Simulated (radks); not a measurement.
Polarisability of neutral niobium, [Kr] 4d4 5s1, at imaginary frequency. Method: non-relativistic Kohn-Sham, PBE, spin-unpolarised, spherical densities, point nucleus; relativity is left out, which matters for an element this heavy; computed with a radial shooting solver on a logarithmic mesh with Libxc functionals. Response by self-consistent Sternheimer equations with the Hartree and adiabatic LDA kernel.

w (hartree),alpha1(iw) (bohr^3)
0.00266,108.5
0.0143,107.0
0.0360,99.66
0.0697,82.38
0.118,59.43
0.186,39.44
0.280,25.52
0.413,16.45
0.605,10.51
0.892,6.537
1.35,3.825
2.12,1.993
3.59,0.8660
6.94,0.2963
17.5,0.06879

Static values: alpha1 = 108.5 bohr^3 (16.08 angstrom^3; uncoupled 194.7). C6 = 1252, triple-dipole C9 = 94010 atomic units. One-pole (London) frequency 4 C6 / (3 alpha1^2) = 0.142 hartree, against 0.119 for minus the highest occupied eigenvalue. Recommended static value: 98 bohr^3 (Schwerdtfeger and Nagle, 2023 table).

Beside tabulated values, note that spin-unpolarised runs miss the spin-polarisation part of the exchange energy of open shells.
